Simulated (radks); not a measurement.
Excited configurations of the iron ion Fe+: one electron is placed in a higher orbital outside [Ar] 3d6. The ground configuration is [Ar] 3d6 4s1. All-electron calculation, scalar-relativistic Kohn-Sham, SCAN, spin-unpolarised, spherical densities, finite nucleus; meta-GGA in the generalised Kohn-Sham scheme; Fermi nuclear charge, rms radius 3.7377 fm. Program: a radial shooting solver on a logarithmic mesh with Libxc functionals. Excitation = E - E(ground); binding = E(ion) - E, where the ion is the core of charge +2; n* = 2/sqrt(2 binding) in atomic units, and the quantum defect is n - n*.

4f: excitation (eV) 12.554; binding (eV) 3.319; quantum defect -0.050; eigenvalue (eV) -2.344
5s: excitation (eV) 9.207; binding (eV) 6.665; quantum defect 2.143; eigenvalue (eV) -5.250
5p: excitation (eV) 10.698; binding (eV) 5.174; quantum defect 1.757; eigenvalue (eV) -4.037
5d: excitation (eV) 12.569; binding (eV) 3.303; quantum defect 0.941; eigenvalue (eV) -2.501
5f: excitation (eV) 13.658; binding (eV) 2.214; quantum defect 0.042; eigenvalue (eV) -1.672
6p: excitation (eV) 12.795; binding (eV) 3.078; quantum defect 1.795; eigenvalue (eV) -2.453
6f: excitation (eV) 14.300; binding (eV) 1.573; quantum defect 0.117; eigenvalue (eV) -1.218
7p: excitation (eV) 13.839; binding (eV) 2.033; quantum defect 1.826; eigenvalue (eV) -1.648
7d: excitation (eV) 14.340; binding (eV) 1.532; quantum defect 1.039; eigenvalue (eV) -1.214
7f: excitation (eV) 14.711; binding (eV) 1.162; quantum defect 0.156; eigenvalue (eV) -0.920

The Delta-SCF ionisation energy is 15.872 eV (NIST Atomic Spectra Database: 16.199 eV, measured). Self-interaction in the functional shifts the binding energies and quantum defects, so they are the method's values and not measured ones. Spin polarisation and multiplet splitting are left out, so open shells lie too high by an amount that depends on their filling.

Beside tabulated values, note that spin-unpolarised runs miss the spin-polarisation part of the exchange energy of open shells.
